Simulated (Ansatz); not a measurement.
A nudged elastic band was laid between two geometries of C2H8InN (12 atoms, charge 0, multiplicity 1).

Method: RHF/def2-SVP in Ansatz 0.2.0.

```yaml
movable_images: 5
climbing_image: yes
spring: 5.0 eV/Å²
optimiser: quadratic models (default)
start_path: through a guess of the saddle point
force_threshold: 0.05 eV/Å
iteration_limit: 60
end_points: relaxed
```

Initial state:

```xyz
12
Properties=species:S:1:pos:R:3
In 0.024 0.018 0.126
N 0.448 0.409 2.076
C 1.592 -0.980 -1.024
H 2.447 -1.226 -0.393
C -1.942 0.651 -0.587
H -0.176 0.857 2.720
H 1.315 0.197 2.531
H 1.214 -1.903 -1.469
H 1.938 -0.338 -1.837
H -2.669 0.651 0.226
H -1.883 1.666 -0.987
H -2.307 -0.001 -1.382
```

Final state:

```xyz
12
Properties=species:S:1:pos:R:3
In -0.030 -0.113 -0.763
N 0.845 0.268 1.540
C 1.420 -1.313 -1.417
H 1.651 -0.334 1.593
C -2.008 0.710 -0.440
H 0.216 0.001 2.280
H 1.153 1.208 1.728
H 1.449 -1.660 -2.445
H 2.384 -1.332 -0.915
H -2.525 0.172 0.357
H -1.948 1.765 -0.168
H -2.606 0.628 -1.349
```

Task: What changes between the two ends?

Result: Bonds broken: C3–H4. Bonds formed: N2–H4.

Task: What energy profile does the band end with?

Result: The forces met the threshold. The highest image is number 4 of 0 to 6, 3.04 eV above the first end and 1.03 eV above the last; the last end lies 2.01 eV above the first. Neighbouring images differ by up to 2.2 eV, so the band resolves the path poorly. A vibrational analysis at the climbing image gives one clearly imaginary mode, 1850i cm⁻¹: a first-order saddle point. The orbitals stay closed-shell, which can raise the energy where a bond breaks towards radicals; this wasn't checked here.

| image | path coordinate (Å) | energy (eV) | C3–H4 (Å) | N2–H4 (Å) |
| --- | --- | --- | --- | --- |
| 0 | 0.00 | 0.00 | 1.09 | 3.57 |
| 1 | 0.96 | 0.09 | 1.09 | 3.30 |
| 2 | 1.91 | 0.38 | 1.09 | 3.17 |
| 3 | 2.87 | 0.85 | 1.10 | 2.49 |
| 4 | 3.83 | 3.04 | 1.52 | 1.26 |
| 5 | 5.08 | 2.23 | 2.38 | 1.01 |
| 6 | 6.33 | 2.01 | 3.17 | 1.01 |

Task: What is the geometry of the highest image?

Result: 
```xyz
12
Properties=species:S:1:pos:R:3
In -0.211 -0.105 -0.596
N 0.860 0.106 1.456
C 1.702 -1.069 -0.760
H 1.602 -0.530 0.658
C -2.179 0.816 -0.584
H 0.579 -0.419 2.270
H 1.243 0.977 1.792
H 1.623 -2.133 -1.010
H 2.345 -0.594 -1.508
H -2.764 0.435 0.254
H -2.079 1.897 -0.462
H -2.719 0.619 -1.511
```

Run time: 65 s on 2 threads of AMD EPYC 9R45 96-Core Processor (Zen 5), with other jobs on the host, peak memory 0.28 GiB.
